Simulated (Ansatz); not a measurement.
The cluster TaPt₅⁻. Total charge -1; singlet. Geometry PBE0-D4/def2-SVPD.

```xyz
6

Ta    2.0457    1.0487   -0.6000
Pt   -0.9039   -0.4975    0.2588
Pt    1.1060    0.5520    1.4291
Pt   -2.1629   -0.2026   -1.9639
Pt    0.3867    0.1047   -1.8653
Pt   -0.4716   -1.0052    2.7414
```

In the def2 sets Pt, Ta take a core potential; there is no spin–orbit coupling. At PBE-D4/def2-TZVPD the restricted singlet is unstable: a solution with broken spin symmetry lies lower. The restricted singlet is unstable towards broken spin symmetry at other levels; at revPBE-D4/def2-TZVPD, r2SCAN-D4/def2-TZVPD, PBE0-D4/def2-TZVPD, ωB97M-V/def2-TZVPD this wasn't settled. No other spin state of charge -1 was run. The geometry of the singlet was relaxed on an unsound state (restricted singlet, unstable towards broken spin symmetry at other levels and untested here). Another isomer (singlet) lies 0.20 eV lower at PBE0-D4/def2-TZVPD; other spin states weren't run for this one.

Estimate the orbital energies around the gap (eV) in Ansatz with PBE-D4/def2-TZVPD, revPBE-D4/def2-TZVPD, r2SCAN-D4/def2-TZVPD, PBE0-D4/def2-TZVPD, ωB97M-V/def2-TZVPD.


| orbital | PBE-D4/def2-TZVPD | revPBE-D4/def2-TZVPD | r2SCAN-D4/def2-TZVPD | PBE0-D4/def2-TZVPD | ωB97M-V/def2-TZVPD |
| --- | --- | --- | --- | --- | --- |
| HOMO−9 | -1.80 | -1.71 | -1.90 | -2.60 | -4.56 |
| HOMO−8 | -1.61 | -1.53 | -1.76 | -2.51 | -4.47 |
| HOMO−7 | -1.37 | -1.28 | -1.47 | -2.27 | -4.32 |
| HOMO−6 | -1.33 | -1.25 | -1.44 | -2.19 | -4.20 |
| HOMO−5 | -1.18 | -1.09 | -1.28 | -2.05 | -4.14 |
| HOMO−4 | -1.11 | -1.03 | -1.22 | -2.00 | -3.92 |
| HOMO−3 | -1.02 | -0.93 | -1.13 | -1.89 | -3.84 |
| HOMO−2 | -0.92 | -0.84 | -1.01 | -1.62 | -3.60 |
| HOMO−1 | -0.83 | -0.75 | -0.94 | -1.56 | -3.28 |
| HOMO | -0.62 | -0.54 | -0.69 | -1.36 | -3.16 |
| LUMO | -0.39 | -0.30 | -0.39 | 0.15 | 1.67 |
| LUMO+1 | -0.18 | -0.09 | -0.15 | 0.50 | 2.01 |
| LUMO+2 | 0.01 | 0.09 | 0.05 | 0.63 | 2.39 |
| LUMO+3 | 0.01 | 0.10 | 0.07 | 0.68 | 2.48 |
| LUMO+4 | 0.47 | 0.56 | 0.55 | 1.15 | 2.64 |
| LUMO+5 | 0.66 | 0.75 | 0.81 | 1.36 | 2.67 |
